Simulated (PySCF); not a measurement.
These compounds are isomers of formula C4H7FO2.

A. SMILES C(CCOC)(=O)F
B. SMILES C1OC[C@H](F)OC1
C. `InChI=1S/C4H7FO2/c1-3(7-2)4(5)6/h3H,1-2H3/t3-/m1/s1`

Spectrum 1. 1H NMR (400 MHz, computed): δ 3.67 (td, J = 5.7, 2.5 Hz, 2H), 3.55 (s, 3H), 2.65 (td, J = 5.7, 5.5 Hz, 2H). 13C{1H} NMR (computed): δ 172.0 (C, d, J = 416.5 Hz), 70.8 (CH2, d, J = 3.8 Hz), 61.5 (CH3), 36.4 (CH2, d, J = 52.5 Hz).

Spectrum 2. 1H NMR (400 MHz, computed): δ 3.87 (m, 1H), 3.67 (s, 3H), 1.59 (d, 3H). 13C{1H} NMR (computed): δ 171.5 (C), 78.1 (CH), 59.4 (CH3), 21.5 (CH3).

Spectrum 3. 1H NMR (400 MHz, computed): δ 5.42 (dq, J = 56.9, 1.3 Hz, 1H), 4.65 (m, 1H), 4.04 (dd, J = 12.2, 6.3 Hz, 1H), 3.92 (m, 1H), 3.78 (m, 1H), 3.72 (ddd, J = 34.4, 12.2, 1.7 Hz, 1H), 3.49 (dd, J = 11.7, 2.7 Hz, 1H). 13C{1H} NMR (computed): δ 108.6 (CH, d, J = 278.0 Hz), 72.3 (CH2, d, J = 27.0 Hz), 69.6 (CH2), 64.1 (CH2, d, J = 3.5 Hz).

Isolated molecule, relativity neglected, rapidly exchanging positions averaged, single conformer. Spin–spin couplings from B3LYP/pcJ-1 (spin–dipole term left out of most H,H and C,H couplings); geometry: GFN2-xTB; shielding tensors at PBE0/pcSseg-1 (GIAO); PySCF 2.14.

Chemical shifts δ = σref − σ; 1H (31.72 ppm), 13C (186.93 ppm) vs TMS, all at this level. Multiplet labels drop J under 1 Hz and among equivalent protons, and merge close values. Unscaled 3J(H,H) run several per cent high. Splittings of carbon signals by F and P are missing where no couplings were computed. Where no couplings were computed, multiplicities follow the n + 1 count of equivalent neighbours, and m marks all less simple cases (inequivalent or close neighbours, rings, F or P nearby). One-bond C–F couplings are unscaled and too large by tens of Hz. Shifts are as computed. Against solution values, carbons near 30 ppm lie about +3 ppm off and those near 130 ppm about +5 ppm. Of 1211 compounds with measured shifts, 218 miss one by over three times the rms of a fit or turn the order of signals round; such compounds aren't used in these exercises. Across acyclic CH2–CH2 and CH–CH2 bonds, 3J(H,H) assumes equally populated rotamers.

Q: Which spectrum belongs to which compound?

A: 1–A, 2–C, 3–B.

- Spectrum 1 (A): 4 13C signals; δC 70.8 is an sp3 CH2 bonded to O; δC 61.5 is a methyl carbon bonded to O.
- Spectrum 2 (C): 4 13C signals; δC 78.1 is an sp3 CH bonded to O, α to a carbonyl; δC 59.4 is a methyl carbon bonded to O.
- Spectrum 3 (B): 4 13C signals; δC 108.6 is an sp3 CH bonded to F and O; δC 72.3 is an sp3 CH2 bonded to O.
